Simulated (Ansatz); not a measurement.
`C[N](C)[InH][SH]` → `[SH][InH2]` + `C=NC`  (β-hydride elimination)

Isolated molecules relaxed with PBE0-D4/def2-TZVP in Ansatz; ΔE leaves out vibrations. CCSD(T)/CBS adds triple-zeta CCSD(T) − MP2 to the extrapolated MP2 energy (def2 sets, frozen cores). DFT in def2-TZVPP. def2 core potentials past Kr. For In outer-core shells are correlated without core-valence functions, which leaves a few kJ/mol of doubt a bond. One conformer a species, not always the lowest.

Task: Is it downhill or uphill in electronic energy at CCSD(T)/CBS, and by how much? (Estimate.)

Result: The calculation gave: Uphill: ΔE = +129.2 kJ/mol.

Task: What do these levels give: PBE-D4, B2PLYP, PBE, PBE0, MP2/def2-TZVPP, MP2/CBS(def2)? (An estimate is asked.)

Result: Computed: PBE-D4 119.4, B2PLYP 109.0, PBE 107.6, PBE0 116.4, MP2/def2-TZVPP 136.4, MP2/CBS(def2) 146.5 kJ/mol.

Largest T1 diagnostic among the species: 0.015.

In def2-TZVPP, CCSD(T) changes the Hartree–Fock value by +41.9 kJ/mol (the triples alone add +3.8 kJ/mol) and MP2 by +59.2 kJ/mol. The D4 term adds +18.8 kJ/mol with B3LYP and +10.5 kJ/mol with PBE0; it sums over pairs of atoms, weighted by their polarisabilities, and B3LYP, whose exchange is more repulsive, gets the larger term.

B3LYP here is the variant with VWN-RPA as its local correlation; programs differ in this.
